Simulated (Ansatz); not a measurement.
Cu₂O₂⁻ was relaxed with PBE0-D4 (def2-SVPD) in Ansatz in these states: charge -1 doublet, charge -1 quartet. The geometries follow in no particular order.

A:

```xyz
4

Cu    0.3841    0.1282    0.5366
Cu   -1.2323   -0.4637   -1.5984
O     0.1624    0.6360   -1.1389
O     0.6858   -0.3005    2.2007
```

B:

Cartesian coordinates in Å:
```
Cu 0.2444 -0.1229 -0.5595
Cu -0.6242 0.4021 1.7706
O -1.3782 -0.0579 0.2500
O 1.7580 -0.2213 -1.4611
```

Judge from the bond lengths which geometry belongs to which state (an estimate).

A is the charge -1 quartet (Cu1–Cu2 2.743 Å, Cu2–O3 1.835 Å, Cu1–O3 1.765 Å); B is the charge -1 doublet (Cu1–Cu2 2.542 Å, Cu2–O3 1.758 Å, Cu1–O3 1.815 Å).
